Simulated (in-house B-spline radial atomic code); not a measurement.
As⁴⁺. Computed with a B-spline radial atomic code. Model: all-electron spherical atom, spin shells full or empty, radial basis limit, no spin-orbit coupling, Breit or QED, empty-state partial waves extrapolated as (l+1/2)^-4, RPA, G0W0 and static COHSEX of the highest shell as one setting changes (uncorrelated shells keep exact exchange).

In a row where one electron alone is correlated, RPA and GW hold only self-correlation.

Given: element As; charge 4; filled core Ar; hamiltonian one-electron scalar X2C; mean-field start Hartree-Fock; highest l of empty states 9; nuclear rms radius 4.0968 fm; highest mean-field shell 4s up.

Shell: 3d 5 5, 4s 1 0 (electrons up and down).

| lowest nl shells left uncorrelated | RPA correlation energy (hartree) | G0W0 level (eV) | G0W0 minus most complete (meV) | COHSEX level (eV) |
| --- | --- | --- | --- | --- |
| 0 | -2.0289 | -63.277 | 0 | -64.454 |
| 1 | -1.8789 | -63.277 | 0.5 | -64.453 |
| 2 | ? | ? | ? | ? |
| 3 | -1.2319 | -63.267 | 10.5 | -64.435 |
| 4 | -1.0625 | -63.363 | -85.9 | -64.61 |
| 5 | ? | ? | ? | ? |
| 6 | -0.015594 | -62.504 | 773.4 | -63.316 |

(1) What follows for lowest nl shells left uncorrelated = 5?

(2) What follows for lowest nl shells left uncorrelated = 2?

## Answers

(1) RPA correlation energy -0.5895 hartree; G0W0 level -63.301 eV; G0W0 minus most complete -23.5 meV; COHSEX level -64.514 eV.

(2) RPA correlation energy -1.707 hartree; G0W0 level -63.284 eV; G0W0 minus most complete -6.4 meV; COHSEX level -64.468 eV.
